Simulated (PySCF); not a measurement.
Frontier levels across methods

C5H5BS.
Cartesian coordinates in Å at the PBE0-D3(BJ)/def2-SVP level; atoms count from 1:
```
atom  x, y, z in Å
C1     4.2328    1.5384   -1.6149
C2     3.1080    1.2269   -1.2671
C3     1.8459    0.8770   -0.8768
C4     0.7133    0.5609   -0.5245
B5    -0.6875    0.1810   -0.1021
S6    -0.8883   -0.9594    1.2403
C7    -2.6910   -1.1197    1.3950
H8     5.2255    1.8132   -1.9214
H9    -1.6596    0.6361   -0.6555
H10   -3.1475   -0.1482    1.6243
H11   -2.8877   -1.8144    2.2217
H12   -3.1238   -1.5263    0.4719
```

Basis pcSseg-1 throughout (PySCF), one geometry. Geometry: PBE0-D3(BJ)/def2-SVP, one conformer, isolated molecule.

**Question.** How do the orbital energies, the gap and the dipole change with the method?

**Answer.** 
```tsv
method	kind	HOMO (eV)	LUMO (eV)	gap (eV)	μ (D)	SCF cycles
OPBE	GGA	-6.27	-3.00	3.27	1.07	17
KT3	GGA	-6.29	-3.01	3.29	0.98	16
KT2	GGA	-6.32	-3.07	3.25	1.03	17
PBE0	global hybrid	-7.34	-2.31	5.02	1.04	14
mPW1PW91	global hybrid	-7.36	-2.32	5.04	1.04	14
BHandHLYP	global hybrid	-8.22	-1.33	6.89	0.98	15
HF	Hartree–Fock	-9.65	1.11	10.76	1.01	14
LC-wPBE	range-separated hybrid	-9.86	-0.28	9.58	1.06	14
```

The HOMO spans 3.59 eV, from OPBE down to LC-wPBE, and the gap runs from 3.25 eV (KT2) to 10.76 eV (HF). Over the methods OPBE (0 %), KT3 (0 %), KT2 (0 %), PBE0 (25 %), mPW1PW91 (25 %), BHandHLYP (50 %), HF (100 %), a straight line through the gap against the share of exact exchange rises by 0.75 eV for each 10 % (correlation coefficient 1.000). The dipole ranges from 0.98 D (KT3) to 1.07 D (OPBE). This basis has no diffuse functions.
